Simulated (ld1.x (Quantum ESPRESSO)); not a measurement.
# chromium (Cr): ultrasoft pseudisation with PBE, scalar-relativistic reference atom.

| Quantity | Value |
| --- | --- |
| Element | chromium |
| Generator | ld1.x (Quantum ESPRESSO) 7.5 |
| Type | ultrasoft |
| Functional | PBE |
| Relativity | scalar-relativistic |
| Frozen core | [Ne] |
| Valence charge | 14 |
| Reference configuration | 3s2 3p6 3d5 4s1 4p0 |
| Partial waves | 3s (bound): rcut 1.20, rcutus 1.45 bohr; 4s (bound): rcut 1.20, rcutus 1.45 bohr; 3p (bound): rcut 1.55, rcutus 1.70 bohr; 4p (bound, empty): rcut 1.55, rcutus 1.70 bohr; 3d (bound): rcut 1.10, rcutus 1.50 bohr; 3d channel at 1.05 Ry: rcut 1.10, rcutus 1.50 bohr |
| Local potential | all-electron potential smoothed inside 1.70 bohr (lloc = -1) |
| Core correction | a·sin(br)/r model core inside 1.40 bohr |
| Augmentation charge | built from norm-conserving waves at rcut, not smoothed further |

All-electron outer shells of the reference configuration (PBE, scalar-relativistic, ld1.x):

| shell | level (eV) | outermost node (bohr) | outermost maximum (bohr) |
| --- | --- | --- | --- |
| 2s | -667.15 | 0.09 | 0.24 |
| 2p | -560.70 | – | 0.20 |
| 3s | -73.99 | 0.36 | 0.78 |
| 3p | -45.44 | 0.33 | 0.80 |
| 4s | -4.01 | 1.12 | 2.74 |
| 3d | -2.91 | – | 0.84 |
| 4p | -0.99 | 1.25 | 3.94 |

Calculated quality:

```
Configuration tests                       : test run stopped at test 1 of 7 (negative rho)
Lowest eigenvalue of the overlap operator : -0.14 (s channel); it is negative, so in a basis up to 400 Ry S is not positive definite and the file is unfit for use
```

A Bessel basis up to 400 Ry misses an occupied level by 1.47 Ry, so cutoffs and ghosts were not judged. Its overlap operator is not positive definite in a basis up to 400 Ry (lowest eigenvalue s -0.14), so the file is unfit for use: the generalised eigenproblem breaks down once the basis is large enough, and its test numbers describe a broken file. The potential misses its own reference levels by up to 0.8 eV.

Generation and tests took about 1.8 s on one core of a shared server CPU.
